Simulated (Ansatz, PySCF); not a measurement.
Caution: the highest occupied level lies above zero, so the state may not be bound. This triplet is an excited state, 0.64 eV above the relaxed singlet at the level frozen-core CCSD(T)/aug-cc-pVDZ // PBE0-D3(BJ)/def2-TZVPD (Ansatz, a program for electronic structure).

# CH₃BNO, SMILES `O=C[B-]N` (excited triplet) (charge -1, multiplicity 3)

Calculation: PySCF with PBE-D3(BJ)/def2-TZVPD // PBE0-D3(BJ)/def2-TZVPD.

* **highest occupied spin orbital**: 2.02 eV
* **total energy**: -194.5511 Ha
* **cost**: about 2.8 core-minutes (a rough figure)

```xyz
7

N     -1.3226    -0.2865     0.0335
B     -0.2157     0.3562     0.7179
C      1.2373     0.2172     0.3442
O      2.3070     0.6510     0.8555
H     -1.1287    -0.6667    -0.8900
H     -2.2285     0.1496     0.0560
H      1.3510    -0.4208    -0.5959
```
Charge -1, spin multiplicity 3.
